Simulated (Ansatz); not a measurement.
A nudged elastic band was laid between two geometries of C₂H₅NSi (9 atoms, charge 0, multiplicity 1).

All numbers below come from RKS PBE0-D4/def2-SVP in Ansatz 0.2.0.

```
movable images  : 5
climbing image  : yes
spring          : 5.0 eV/Å²
optimiser       : quadratic models (default)
start path      : through a guess of the saddle point
force threshold : 0.05 eV/Å
iteration limit : 60
end points      : relaxed
```

First end point:

```xyz
9
Properties=species:S:1:pos:R:3
C -0.065 1.048 -0.699
C -0.249 -0.200 0.065
Si -0.745 -2.041 0.360
N 0.039 -0.467 1.275
H 0.581 0.846 -1.568
H -1.036 1.367 -1.109
H 0.368 1.865 -0.099
H 0.607 -2.563 -0.177
H 0.501 0.144 1.952
```

Last end point:

```xyz
9
Properties=species:S:1:pos:R:3
C 0.218 1.582 -0.473
C -0.291 0.344 -0.517
Si -0.648 -2.303 0.284
N 0.020 -0.694 0.351
H -0.090 2.330 -1.204
H -1.025 0.070 -1.285
H 0.950 1.879 0.284
H 0.166 -2.774 1.498
H 0.700 -0.434 1.062
```

Task: What changes between the two ends?

Result: Bonds broken: C1–H6, C2–Si3. Bonds formed: C2–H6.

Task: What energy profile does the band end with?

Result: The forces met the threshold. The highest image is number 3 of 0 to 6, 2.19 eV above the first end and 2.98 eV above the last; the last end lies 0.78 eV below the first. Neighbouring images differ by up to 1.4 eV, so the band resolves the path poorly. A vibrational analysis at the climbing image gives one clearly imaginary mode, 1352i cm⁻¹: a first-order saddle point. The orbitals stay closed-shell, which can raise the energy where a bond breaks towards radicals; this wasn't checked here.

```csv
image,path coordinate (Å),energy (eV),C1–H6 (Å),C2–Si3 (Å),C2–H6 (Å)
0,0.00,0.00,1.10,1.93,2.11
1,1.33,0.37,1.11,2.07,2.10
2,2.66,1.27,1.11,2.50,2.01
3,4.00,2.19,1.32,2.72,1.30
4,4.48,0.96,1.72,2.81,1.11
5,4.97,-0.45,2.00,2.84,1.09
6,5.45,-0.78,2.12,2.79,1.10
```

Task: What is the geometry of the highest image?

Result: 
```xyz
9
Properties=species:S:1:pos:R:3
C 0.130 1.379 -0.684
C -0.285 0.050 -0.735
Si -0.543 -2.400 0.406
N 0.088 -0.768 0.300
H -0.092 2.037 -1.532
H -1.131 1.012 -0.520
H 0.804 1.797 0.094
H 0.256 -2.698 1.694
H 0.774 -0.409 0.978
```

Time of the run: 96 s on 2 threads of Intel(R) Xeon(R) 6975P-C (Granite Rapids) (shared host), peak memory 0.18 GiB.
